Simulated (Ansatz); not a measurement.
The cluster Mg4O4 (the lowest singlet isomer of a short search). Charge 0, multiplicity 1. Geometry PBE-D4/def2-SVP, basis def2-TZVP, Ansatz.

```tsv
atom	x (Å)	y (Å)	z (Å)
Mg1	1.588	1.576	0.009
Mg2	-0.588	0.604	-2.073
Mg3	0.588	-0.604	2.073
Mg4	-1.588	-1.576	-0.009
O5	0.799	1.741	-1.648
O6	-1.738	-0.777	-1.662
O7	-0.799	-1.741	1.648
O8	1.738	0.776	1.662
```

```tsv
run	HOMO (eV)	LUMO (eV)
A	-5.62	-2.19
B	-8.27	-1.18
C	-6.77	-1.87
D	-5.39	-2.59
```

The structure comes from a short search, and lower isomers may exist.

Problem. The runs used CAM-B3LYP, PBE, PBE0, r2SCAN. Estimate which is which.

Solution. A r2SCAN (0 % exact exchange); B CAM-B3LYP (range-separated); C PBE0 (25 % exact exchange); D PBE (0 % exact exchange). Exact exchange lowers occupied and raises empty levels; among semilocal functionals meta-GGAs tend to open the gap a little, and such runs are hard to tell apart. The gap grows from 2.80 eV (PBE) to 7.09 eV (CAM-B3LYP).
